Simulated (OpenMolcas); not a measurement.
## What dynamic correlation does to the levels of Sm4+

```
Program             : OpenMolcas 26.06
Basis               : ANO-RCC-VQZP [9s8p6d4f3g2h]
Scalar Hamiltonian  : DKH4, point nucleus
Active space        : 4 electrons in 7 orbitals (4f)
State averaging     : 2S+1 = 5 even, 35 roots (21 in the spin-orbit step); 2S+1 = 3 even, 210 roots (15 in the spin-orbit step); 2S+1 = 1 even, 196 roots (0 in the spin-orbit step)
Spin-orbit coupling : state interaction with AMFI integrals over the reference wave functions, term energies averaged over their components
```

Methods on the same reference wave functions:
A. CASSCF
B. SS-CASPT2, IPEA 0.25 Eh, imaginary shift 0.1 Eh (closed shells correlated: 5s 5p)

Energies in cm⁻¹ above 4f⁴ ⁵I₄.

```tsv
Level	A	B
4f⁴ ⁵I₄	0.0	0.0
4f⁴ ⁵I₅	1716	1716
4f⁴ ⁵I₆	3690	3680
4f⁴ ⁵I₇	5879	5850
4f⁴ ⁵I₈	8240	8180
4f⁴ ⁵F₁	18780	16180
4f⁴ ⁵F₂	19466	16860
4f⁴ ⁵F₃	20495	17890
```

The lowest spin-free term lies below A's lowest term by 0.343 hartree in B.

CASPT2 breaks the degeneracy within a term, and the mean is taken; among the terms shown or strongly mixed into the levels shown the widest spread is 310 cm-1 (4f⁴ ⁵I, B). High states are left out of the spin-orbit mixing, which shifts the levels that they would mix with. Without dynamic correlation excited terms often stand tens of per cent too high (terms of higher spin than the ground term too low), and those without a measured partner can miss by more than the paired ones (holds for A). Only configurations of the active space appear. Levels that lie high or do not pair safely by name in every column are left out.
